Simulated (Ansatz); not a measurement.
All values below come from B3LYP-D3(BJ)/def2-TZVP (Ansatz, a quantum-chemistry and plane-wave program). No frequencies were computed at this level.

Ansatz 0.2 input:
```yaml
crystal:
  periodic: [false, false, false]
  atoms:
    - { symbol: Cl, position_ang: [-0.950789, -1.664783, -0.170181] }
    - { symbol: Ge, position_ang: [0.185095, -0.00778, 0.616847] }
    - { symbol: Cl, position_ang: [-0.797831, 1.742682, -0.173836] }
    - { symbol: H, position_ang: [1.563526, -0.070119, -0.27283] }
basis:
  gaussian: { orbitals: def2-tzvp }
hamiltonian:
  xc: b3lyp
  dispersion: d3bj
relax:
  max_steps: 150
magnetization:
  spin_polarized: true
  initial_magnetization: 1
```

Output:

```
Functional definition: B3LYP
959 factors; their error is unknown
mean field evaluation 1: about -81582.5114 eV, gradient 1.8e1 eV
mean field evaluation 2: about -81581.4137 eV, gradient 2.6e1 eV
mean field evaluation 4: about -81583.6202 eV, gradient 6.9e-1 eV
mean field evaluation 8: about -81583.9005 eV, gradient 1.0e-1 eV
mean field evaluation 16: about -81583.9006 eV, gradient 6.2e-5 eV
mean field -81583.90055184 eV, -2998.1530457262 hartree, gradient 6.2e-5 eV, S^2 0.753966; 0 other end points of the search recorded, 0 dependent functions left out
reference -81583.90078774 eV, -2998.1530543954 hartree; 34, 33 occupied and 94, 95 virtual orbitals, 959 factors
relax step   1: F+E_penalty+E_count = -81584.10635331 eV  Δ(F+E_penalty+E_count) = +0.000e0 eV  max|allowed force component| = 1.022e0 eV/Å  Δτ_max = 0.0000 Å  (29 SCF iters, accepted)
these checks for a lower state are left out or cut short: starts, cluster_reference, orbital_swaps, neighbouring_geometries, increment
959 factors; their error is unknown
mean field -81583.98457171 eV, -2998.1561333994 hartree, gradient 1.7e-5 eV, S^2 0.752968; 0 other end points of the search recorded, 0 dependent functions left out
reference -81583.98480794 eV, -2998.1561420809 hartree; 34, 33 occupied and 94, 95 virtual orbitals, 959 factors
relax step   2: F+E_penalty+E_count = -81584.18437678 eV  Δ(F+E_penalty+E_count) = -7.802e-2 eV  max|allowed force component| = 2.769e-1 eV/Å  Δτ_max = 0.1200 Å  (32 SCF iters, accepted)
these checks for a lower state are left out or cut short: starts, cluster_reference, orbital_swaps, neighbouring_geometries, increment
959 factors; their error is unknown
mean field -81583.99210021 eV, -2998.1564100668 hartree, gradient 4.5e-5 eV, S^2 0.752896; 0 other end points of the search recorded, 0 dependent functions left out
reference -81583.99233636 eV, -2998.1564187449 hartree; 34, 33 occupied and 94, 95 virtual orbitals, 959 factors
relax step   3: F+E_penalty+E_count = -81584.19340389 eV  Δ(F+E_penalty+E_count) = -9.027e-3 eV  max|allowed force component| = 2.635e-2 eV/Å  Δτ_max = 0.0349 Å  (28 SCF iters, accepted)
these checks for a lower state are left out or cut short: starts, cluster_reference, orbital_swaps, neighbouring_geometries, increment
959 factors; their error is unknown
mean field evaluation 32: about -81583.9920 eV, gradient 6.0e-5 eV
mean field -81583.99200602 eV, -2998.1564066053 hartree, gradient 7.0e-5 eV, S^2 0.752891; 0 other end points of the search recorded, 0 dependent functions left out
reference -81583.99224213 eV, -2998.1564152820 hartree; 34, 33 occupied and 94, 95 virtual orbitals, 959 factors
relax step   4: F+E_penalty+E_count = -81584.19348017 eV  Δ(F+E_penalty+E_count) = -7.629e-5 eV  max|allowed force component| = 5.256e-3 eV/Å  Δτ_max = 0.0023 Å  (22 SCF iters, accepted)
959 factors; their error is unknown
mean field -81583.99200602 eV, -2998.1564066053 hartree, gradient 7.0e-5 eV, S^2 0.752891; 1 other end points of the search recorded, 0 dependent functions left out
reference -81583.99224213 eV, -2998.1564152820 hartree; 34, 33 occupied and 94, 95 virtual orbitals, 959 factors
Total energy: -81584.19371628 eV, -2998.1638193205 hartree
Atom 0 at    -0.964003    -1.719038    -0.146668 Å, force     0.002598     0.003567     0.002029 eV/Å
Atom 1 at     0.200719    -0.008444     0.523883 Å, force    -0.005256     0.000262    -0.004697 eV/Å
Atom 2 at    -0.806386     1.798066    -0.150374 Å, force     0.002286    -0.003813     0.002048 eV/Å
Atom 3 at     1.569671    -0.070584    -0.226841 Å, force     0.000372    -0.000016     0.000620 eV/Å
Dipole moment:     0.336383    -0.014880     0.188460 e Å
```

Cost: roughly 30 core-seconds.
